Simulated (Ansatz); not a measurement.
`B[SiH2]CN` + `OBF` → `B[SiH2]OBF` + CH₃NH₂  (ligand exchange at the Si–C bond)

Computed with Ansatz on PBE0-D4/def2-TZVP structures; ΔE is electronic, products minus reactants. CBS: MP2 limit from def2 TZ/QZ plus the TZ coupled-cluster correction, frozen cores. This one scheme is used for every species. DFT in def2-TZVPP. B3LYP here is the variant with VWN-RPA as its local correlation; programs differ in this. One conformer a species, not always the lowest.

(1) Is it downhill or uphill in electronic energy at CCSD(T)/CBS, and by how much? (Best estimate.)

(2) What do these levels give: LDA (SPW92), PBE-D4, revPBE-D4, PBE0-D4, ωB97M-V, BLYP, B3LYP, RPA@PBE/def2-TZVPP, CCSD/def2-SVP, MP2/def2-TZVPP, MP2/def2-QZVPP, MP2/CBS(def2)? (An estimate is asked.)

Largest T1 diagnostic among the species: 0.013.

Answers

(1) Computed: Downhill: ΔE = -1.03 eV.

(2) Ansatz gave: LDA (SPW92) -0.85, PBE-D4 -0.87, revPBE-D4 -0.86, PBE0-D4 -0.93, ωB97M-V -1.00, BLYP -1.04, B3LYP -1.08, RPA@PBE/def2-TZVPP -1.03, CCSD/def2-SVP -0.94, MP2/def2-TZVPP -1.03, MP2/def2-QZVPP -1.04, MP2/CBS(def2) -1.04 eV.

Leaving LDA and LC-ωPBE aside and taking each functional with its dispersion term where it has one, the values, not all of them listed here, spread over 0.27 eV, from BHLYP-D4 to revPBE-D4. LDA lies +0.04 eV from PBE without D4. In def2-TZVPP, CCSD(T) changes the Hartree–Fock value by +0.25 eV (the triples alone add +0.03 eV) and MP2 by +0.23 eV. From BLYP to BHLYP (50 % exact exchange), in def2-TZVPP and without D4, ΔE moves by −0.11 eV.
